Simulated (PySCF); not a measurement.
Isomers C$_{4}$H$_{12}$O$_{2}$Si:

A. SMILES CC(C)O[Si@H](C)O
B. SMILES CCCO[SiH2]OC
C. SMILES CO[Si](C)(C)OC

Spectrum 1. 13C{1H} NMR (computed): δ 66.0 (CH), 27.8 (CH3), 27.6 (CH3), 1.2 (CH3).

Spectrum 2. 13C{1H} NMR (computed): δ 51.9 (CH3), -2.6 (CH3).

Spectrum 3. 13C{1H} NMR (computed): δ 69.1 (CH2), 50.3 (CH3), 29.9 (CH2), 13.1 (CH3).

PySCF 2.14.0 with density-fitted response routines calculation with NMR shieldings at PBE0/pcSseg-1/GIAO and structure optimised with GFN2-xTB; no solvent, relativity neglected, one averaged value for each set of equivalent atoms, one conformer.

Scale: 13C (186.93 ppm) against TMS (reference shieldings calculated alike). Shifts are as computed. Against solution values, carbons near 30 ppm lie about +3 ppm off and those near 130 ppm about +5 ppm. Of 1211 compounds with measured shifts, 218 miss one by over three times the rms of a fit or turn the order of signals round; such compounds aren't used in these exercises.

Match each spectrum to its structure.

## Answers

1–A, 2–C, 3–B.

- Spectrum 1 (A): 4 13C signals; δC 66.0 is an sp3 CH bonded to O; δC 27.8 is a methyl carbon.
- Spectrum 2 (C): 2 13C signals; δC 51.9 is a methyl carbon bonded to O; δC -2.6 is a methyl carbon bonded to Si.
- Spectrum 3 (B): 4 13C signals; δC 69.1 is an sp3 CH2 bonded to O; δC 50.3 is a methyl carbon bonded to O.
